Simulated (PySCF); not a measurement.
## Working out the excitation energy of Al

Al [Ne] 3s2 3p1 (2P) → Al [Ne] 3s1 3p1 4s1 (4P). All numbers are calculated (PySCF 2.14, no relativity, point nucleus, in aug-cc-pwCVDZ (6s5p3d, 36 functions)). Frozen: 1s2. Energies in hartree (1 hartree = 27.21139 eV):

| part | Al (lower) | Al (upper) |
| --- | --- | --- |
| UHF | -241.874277 | -241.637308 |
| CCSD correlation | -0.176011 | -0.135378 |
| (T) | -0.002557 | -0.001272 |

What does Hartree-Fock give?

(-241.637308) − (-241.874277) = 0.236969 hartree = 6.448 eV.

What do CCSD and CCSD(T) give?

The CCSD correlation energies differ by 0.040633 hartree = 1.106 eV and the triples by 0.001285 hartree = 0.035 eV, so CCSD gives 7.554 eV and CCSD(T) 7.589 eV.

The upper state lies above the first ionisation limit, but in LS coupling its spin forbids autoionisation to the ground ion. A Rydberg-like electron needs more diffuse functions than a valence basis has.

A double-zeta basis recovers only part of the correlation energy.
